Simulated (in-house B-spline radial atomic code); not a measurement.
The numbers below are computed, except where a source is named.
# Extrapolating the RPA correlation energy in partial waves: Pb III (Pb2+)

All-electron RPA on Hartree-Fock orbitals from a B-spline radial code for spherical atoms, scalar-relativistic (spin-free one-electron X2C), finite nucleus, configuration [Xe] 4f14 5d10 6s2. Without the two-electron picture change, the correlation of inner shells comes somewhat too large for so heavy an element. With empty states up to angular momentum L the sums are:

```tsv
L	E_c(L) (hartree)
5	-5.839651
6	-6.220335
7	-6.428801
8	-6.548179
9	-6.619208
```

For large l each further wave adds A/(l + 1/2)⁴, because the basis must build the cusp where two electrons meet.

Estimate the limit from L = 8 and L = 9.

Wave 9 adds -0.071029, against a sum of (l + 1/2)⁻⁴ of 1.22774e-04, so A = -578.54. The sum over l > 9 is ζ(4, 10.5) = 3.3168e-04, close to 1/(3 × 10³) = 3.3333e-04. The tail is -0.191889 and the limit -6.81110 hartree.

How good is the estimate?

A run to L = 11 sums to -6.69175 and extrapolates to -6.78724 hartree, 9.90 millihartree from the run before, so it has not settled and is itself too deep. The estimate differs from that by -23.86 millihartree, while the bare sum at L = 9 misses 168.0 millihartree (2.5 %).
